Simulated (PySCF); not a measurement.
One of the candidates below gave these computed data.

All candidates are C7H11PS.

- NMR, other nuclei: isotropic shieldings of nuclei other than C and H, by class: 317 (1 P), 675 (1 S) ppm [GIAO CAM-B3LYP/pcSseg-1]
- UV, first state: lowest singlet excitation: 4.92 eV (252 nm, f = 0.014) [TDDFT CAM-B3LYP/def2-SVPD]
- Polarisability: 128.8 au [CAM-B3LYP/def2-SVPD]
- Dipole: 5.80 D [CAM-B3LYP/def2-SVPD]
- 13C NMR: chemical shifts (computed TMS as zero) by class: 154.5 (2 C), 135.0 (2 C), 36.7 (1 C), 29.0 (1 C), 21.4 (1 C) ppm [GIAO CAM-B3LYP/pcSseg-1]
- Rotational structure: rotational constants A, B, C: 2.067, 0.790, 0.761 GHz [PBE0-D3(BJ)/def2-SVP]

Electronic properties: PySCF, gas phase, density fitting. Levels stand in brackets. Geometry: PBE0-D3(BJ)/def2-SVP; no solvent, vibrations or thermal averaging. Each NMR value is the plain mean over a class of atoms that symmetry, rotation or inversion makes alike.

Question: Which candidate is it?
A. `C=CC1=CC[P@@](C)(=S)C1`
B. `C[C@H]1C=C[P@@](C)(=S)C=C1`
C. `CC(C)(C)c1pccs1`

Answer: B. It is `C[C@H]1C=C[P@@](C)(=S)C=C1`. Numbering: `[CH3:1][C@H:2]1[CH:3]=[CH:4][P@@:5]([CH3:6])(=[S:7])[CH:8]=[CH:9]1`. 7 carbons fall into 5 classes; from least to most shielded: alkene CH carbon [C3/C9] (154.5 ppm, 2 C), alkene CH carbon [C4/C8] (135.0 ppm, 2 C), allylic carbon [C2] (36.7 ppm), chain sp3 carbon bound to phosphorus [C6] (29.0 ppm), methyl carbon [C1] (21.4 ppm). The other shieldings belong to: 317 ppm, phosphorus bonded to 3 C and S [P5]; 675 ppm, sulfur bonded to P [S7]. The optimised geometry has point group Cs and is an asymmetric top.

The others, at the same levels:
- `C=CC1=CC[P@@](C)(=S)C1` fails: its computed lowest singlet excitation is 5.21 eV (238 nm, f = 0.027) (against 4.92 eV), static isotropic polarisability is 131.5 au (against 128.8 au) and rotational constant A is 2.325 GHz (against 2.067 GHz).
- `CC(C)(C)c1pccs1` fails: its computed static isotropic polarisability is 123.3 au (against 128.8 au), rotational constant A is 1.954 GHz (against 2.067 GHz) and dipole moment is 1.02 D (against 5.80 D).

Each candidate is one conformer, not necessarily the lowest. Dipoles, sizes and rotational constants follow the conformer. The torsions of the flexible species, by atom-mapped SMILES:
- `[CH3:1][C:2]([CH3:3])([CH3:4])[c:5]1[p:6][cH:7][cH:8][s:9]1`: C1–C2–C5–P6 4°

The conformers of `C=CC1=CC[P@@](C)(=S)C1` aren't listed.
